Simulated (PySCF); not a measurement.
Compound: (KSH)4 cube, H₄K₄S₄.
Bonds: K1–S2, K1–S4, K1–S6, S2–K3, S2–K7, K3–S4, K3–S8, S4–K5, K5–S6, K5–S8, S6–K7, K7–S8. Hydrogens: H9 on S2; H10 on S4; H11 on S6; H12 on S8.

Theory: PBE0-D3(BJ)/def2-SVP geometry optimisation, gas phase in PySCF 2.14.0.

(1) How far are the bound atoms from K1?

(2) List the angles at K1.

(3) What is the shape at K1?

(4) What are the other bond lengths?

(5) Give some angles away from the centre.

Results:

(1) 3 atoms: S6 3.066 Å, S2 3.075 Å, S4 3.075 Å. The nearest atom not counted as bound is H10, at 3.96 Å.

(2) 
```tsv
angle	degrees	distance of the outer atoms (Å)
S2–K1–S6	90.3	4.35
S4–K1–S6	88.9	4.30
S2–K1–S4	88.8	4.30
```

(3) Pyramidal: angles 90.3°, 88.9° and 88.8°, sum 268.0°, 1.79 Å off the plane of its three neighbours.

(4) S2–H9 and 3 like bonds 1.347 Å.

(5) K1–S2–K3 91.1°, K1–S2–K7 89.8°, S4–K3–S8 87.7°.

Charge 0, singlet. Stationary, but not proved a minimum.

One conformer stands for the species.
